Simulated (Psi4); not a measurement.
Psi4 input (wB97X-D/6-311+G**):

```
memory 1500 MB

molecule {
1 1
N     1.66275200    0.23559900   -0.10313500
Si   -0.19078100   -0.02703200    0.01183400
O    -0.31587700   -0.71045400    1.45421100
O    -0.44578200   -0.97777400   -1.25079500
O    -0.72304900    1.47785700   -0.11132400
H     2.17729500   -0.58244800    0.23062100
H     1.96208300    1.03603000    0.45816800
H     1.95617700    0.41011200   -1.06687600
H    -0.89513400   -0.41121500    2.16172800
H    -0.90522900   -1.82271700   -1.22543600
H    -1.38586300    1.78246800   -0.73866100
symmetry c1
no_reorient
no_com
}

set {
  basis 6-311+G**
  reference rks
  scf_type df
  df_basis_scf def2-universal-jkfit
  dft_radial_points 99
  dft_spherical_points 590
  e_convergence 1e-8
  d_convergence 1e-7
  maxiter 150
}

e = energy('wb97x-d')
print_out(f'\nFINAL {e:.10f} DIPOLE {variable("CURRENT DIPOLE")[0]:.6f} {variable("CURRENT DIPOLE")[1]:.6f} {variable("CURRENT DIPOLE")[2]:.6f}\n')
```

From the output:

```
      71A      0.756767    72A      0.820371    73A      0.820372
      74A      0.943106    75A      0.943107    76A      0.962883
      77A      0.969856    78A      0.969857    79A      0.985398
      80A      1.003355    81A      1.003355    82A      1.018570
      83A      1.080928    84A      1.080928    85A      1.130701
      86A      1.213227    87A      1.251078    88A      1.251080
      89A      1.315230    90A      1.340780    91A      1.340781
      92A      1.348880    93A      1.442833    94A      1.442833
      95A      1.464883    96A      1.630761    97A      1.630767
      98A      1.653391    99A      1.684157   100A      1.684159
     101A      1.795596   102A      1.795600   103A      1.814747
     104A      1.962548   105A      1.967691   106A      1.967692
     107A      2.147657   108A      2.385333   109A      2.385334
     110A      2.404623   111A      2.451526   112A      2.451526
     113A      2.496307   114A      2.496309   115A      2.532581
     116A      2.705637   117A      2.761433   118A      2.788225
     119A      2.788226   120A      2.863554   121A      2.863555
     122A      2.885965   123A      2.953551   124A      2.953552
     125A      2.984954   126A      3.040494   127A      3.040494
     128A      3.188814   129A      3.346886   130A      3.346887
     131A      3.734079   132A      3.734080   133A      3.761959
     134A      3.993715   135A      4.523394   136A      4.523398
     137A      4.888928   138A      4.893402   139A      4.893403
     140A      4.947829   141A      5.002481   142A      5.002482
     143A      5.394522   144A      5.446821   145A      5.446822
     146A      5.777804   147A     11.298982   148A     11.467216
     149A     11.467217   150A     35.460233   151A     49.858494
     152A     49.866164   153A     49.866165   154A    141.224225

    Final Occupation by Irrep:
              A
    DOCC [    25 ]
    NA   [    25 ]
    NB   [    25 ]

  @DF-RKS Final Energy:  -573.47684289747599

   => Energetics <=

    Nuclear Repulsion Energy =            278.0111841718656933
    One-Electron Energy =               -1333.5063483966653166
    Two-Electron Energy =                 521.5787723914926346
    DFT Exchange-Correlation Energy =     -39.5571603738900421
    Empirical Dispersion Energy =          -0.0032906902788164
    VV10 Nonlocal Energy =                  0.0000000000000000
    Total Energy =                       -573.4768428974759900

Computation Completed

Properties will be evaluated at   0.000000,   0.000000,   0.000000 [a0]

Properties computed using the SCF density matrix

 Multipole Moments:

 ------------------------------------------------------------------------------------
     Multipole            Electronic (a.u.)      Nuclear  (a.u.)        Total (a.u.)
 ------------------------------------------------------------------------------------

 L = 1.  Multiply by 2.5417464519 to convert [e a0] to [Debye]
 Dipole X            :          0.9962352           -0.0000094            0.9962258
 Dipole Y            :          0.1411454            0.0000132            0.1411586
 Dipole Z            :         -0.0618051            0.0000208           -0.0617843
 Magnitude           :                                                    1.0080718

 ------------------------------------------------------------------------------------

FINAL -573.4768428975 DIPOLE 0.996226 0.141159 -0.061784

*** Psi4 exiting successfully. Buy a developer a beer!
```

The dipole moment of an ion depends on the origin.

The geometry given is a B3LYP-D3(BJ)/def2-TZVP minimum.
